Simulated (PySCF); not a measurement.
# From computed data to an observable: refractive index and permittivity of the vapour

Si(Cl)(I)2(OH) (ClHI₂OSi), SMILES O[Si](Cl)(I)I.

Coordinates come from a B3LYP-D3(BJ)/def2-SVP optimisation. This is a generated structure with no PubChem entry under its InChIKey; it may be hypothetical. The def2 effective core potentials stand for the cores of I; spin–orbit coupling is left out. Other conformers were not sampled.

PySCF with PBE/def2-TZVP gives a mean static polarisability of 105.9 bohr³ and a dipole moment of 1.21 D. Take an ideal gas at 298.15 K and 0.1 bar, whether or not the substance is that volatile.

Question: Work out n − 1 in the optical limit and the static ε − 1.

Answer: 
Polarisability volume α' = 105.9 × 0.148185 = 15.69 Å³. Number density N = p/kT = 2.43e-6 Å⁻³.
Dilute limit of Lorentz–Lorenz: n − 1 = 2π N α' = 0.00024.
Orientation term of Debye: μ²/(3kT) = 8.098 Å³ × μ²(D²) = 11.86 Å³.
ε − 1 = 4π N (α' + μ²/3kT) = 0.00084. Orientation of the dipole supplies 43 % of the static response; it can't follow optical fields. Vibrational polarisation and dispersion are left out.
